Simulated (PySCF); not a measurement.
Electronic structure of Pt⁺ (platinum, charge +1) at the LDA level

Configuration: [Xe] 4f14 5d9, 2D determinant. Calculation: PySCF 2.14, in ANO-RCC-VTZP (8s7p5d3f1g, 84 functions); scalar relativity by spin-free X2C-1e.

| Item | Value |
| --- | --- |
| Total energy | -18403.42 hartree |
| One-electron energy | -25219.92 hartree |
| Hartree (Coulomb) energy | 7166.39 hartree |
| Exchange-correlation energy | -349.89 hartree |
| ⟨S²⟩ | 0.8737 |
| ⟨L²⟩ | 6.477 |
| Sum of ⟨r⟩ | 42.63 bohr |
| Sum of ⟨r²⟩ | 49.66 bohr² |
| Traceless quadrupole moment −½Σ⟨3z² − r²⟩ along its main axis | -0.222 e·bohr² |
| Langevin diamagnetic susceptibility | -39.3 ×10⁻⁶ cm³/mol |
| Time after the integrals | about 6 core-seconds |

```tsv
shell	electrons	mean orbital energy (hartree)	spread (hartree)	rms radius, mean of both spins (bohr)
1s α	1	-2868.60643	0	0.0194
1s β	1	-2868.60633	0	0.0194
2s α	1	-504.33879	0	0.0782
2s β	1	-504.33670	0	0.0782
2p α	3	-439.34140	0.00500	0.0716
2p β	3	-439.33966	0.00309	0.0716
3s α	1	-118.78282	0	0.200
3s β	1	-118.78175	0	0.200
3p α	3	-99.73494	0.00955	0.202
3p β	3	-99.73382	0.00906	0.202
3d α	5	-78.14403	0.01028	0.184
3d β	5	-78.14243	0.00828	0.184
4s α	1	-25.75091	0	0.442
4s β	1	-25.74866	0	0.442
4p α	3	-19.45735	0.01838	0.471
4p β	3	-19.45507	0.01716	0.471
4d α	5	-11.57838	0.02218	0.504
4d β	5	-11.57566	0.01871	0.504
5s α	1	-4.06390	0	1.01
5s β	1	-4.04812	0	1.01
4f α	7	-2.92400	0.02092	0.570
4f β	7	-2.92003	0.01814	0.570
5p α	3	-2.40533	0.03649	1.17
5p β	3	-2.38653	0.01569	1.17
5d α	5	-0.55539	0.04072	1.82
5d β	4	-0.53437	0.00768	1.82
```

Spin-orbit coupling, absent here, splits the open shell strongly. ⟨S²⟩ = 0.87 against 0.75 shows spin contamination.

Densities and radii are taken from the X2C orbitals without a picture-change correction, which distorts them close to the nucleus.
